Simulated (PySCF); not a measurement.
**C₆ coefficients of unlike pairs at PBE**

Calculated with PySCF 2.14 from the dipole response of each species, C₆(A,B) = (3/π) ∫ α_A(iu) α_B(iu) du, in atomic units, from isotropic polarisabilities. For ions this is the dispersion term alone; charge-induced terms of lower order in 1/R come first.

```
species           configuration                                                                           basis     relativity  α (bohr³)  C₆ (like pair)
    Sr⁺           [Kr] 5s1 (2S)  x2c-TZVPPall with one added diffuse shell each of s, p, d, f type (9s7p7d3f1g)  spin-free X2C      96.05           836.6
     Se  [Ar] 3d10 4s2 4p4 (3P)                                                       aug-cc-pVTZ-DK (7s6p4d2f)  spin-free X2C      27.46           230.2
   As³⁺      [Ar] 3d10 4s2 (1S)                                                          def2-TZVPPD (7s5p5d1f)           none      7.133           21.36
```

(1) Estimate C₆ for Se with Sr⁺.

No spin-orbit coupling is included.

The other pairs:

```
     pair     C₆
As³⁺, Sr⁺  109.9
 As³⁺, Se  69.42
```

Answers

(1) The integral gives 385.7. The combination rule 2 C_A C_B / (C_A α_B/α_A + C_B α_A/α_B) gives 368.8 and the geometric mean 438.8.
